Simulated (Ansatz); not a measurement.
The C2–H7 bond of C2H6Ge (SMILES C=[CH][GeH3]) is stretched (multiplicity 1, the rest rigid).
Geometry at rest (charge 0, multiplicity 1):
| atom | x (Å) | y (Å) | z (Å) |
|---|---|---|---|
| Ge | 0.6675 | -0.2297 | -0.1139 |
| C | -1.0351 | 0.7164 | -0.1529 |
| C | -2.0617 | 0.4047 | 0.6306 |
| H | 0.9740 | -0.8473 | -1.4915 |
| H | 0.5865 | -1.3438 | 0.9445 |
| H | 1.8143 | 0.7362 | 0.2397 |
| H | -1.1413 | 1.5395 | -0.8542 |
| H | -3.0008 | 0.9473 | 0.5901 |
| H | -2.0124 | -0.4068 | 1.3489 |

Frozen-core correlation. Filled d and f shells under p-block atoms count as core.

Run with Ansatz (an electronic-structure program). 

FIC-MRCISD+Q on CASSCF(2,2)/cc-pVDZ, total energies (hartree):

```
R (Å)        CASSCF        MRCISD  weight c² of the reference
-----  ------------  ------------  --------------------------
1.087  -2154.545911  -2154.901043                     0.87400
1.901  -2154.443851  -2154.792103                     0.87218
3.477  -2154.386030  -2154.729563                     0.87213
```

Task: Add the Davidson correction (E_MRCISD − E_CASSCF)(1 − c²)/c² and give the energies above the first point at the three levels.

Result: 
Corrections (hartree): -0.051197, -0.051035, -0.050370. Above the first point (kcal/mol):
- R = 1.901 Å: CASSCF 64.0, MRCISD 68.4, with the correction 68.5
- R = 3.477 Å: CASSCF 100.3, MRCISD 107.6, with the correction 108.1
